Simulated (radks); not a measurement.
Values are calculated unless marked as measured or tabulated.
Q: Coherent X-ray form factor from a spherical all-electron density. Code: a radial shooting solver on a logarithmic mesh with Libxc functionals. Model: scalar-relativistic Kohn-Sham, LB94 model potential, spin-polarised, spherical densities, finite nucleus; Fermi nuclear charge, rms radius of each element as measured or else 0.836 A^(1/3) + 0.57 fm.

sin(theta)/lambda (1/angstrom),f0 (electrons)
0.05,38.918
0.1,38.674
0.15,38.274
0.2,37.726
0.25,37.043
0.3,36.239
0.4,34.338
0.5,32.169
0.6,29.880
0.8,25.432
1,21.669
1.25,18.147
1.5,15.596
2,11.753

The species is in the configuration that NIST lists as its ground one. Which atom or ion scatters so?

A: The terbium ion Tb26+, [Kr] 4d3. Extrapolating in s^2 from the first two rows gives f0(0) = 39.0, near the electron count 39; among species with that count, the fall with angle is slower the higher Z, and the table is that of Z = 65; from so few rows the species is fixed only to a neighbour or two.
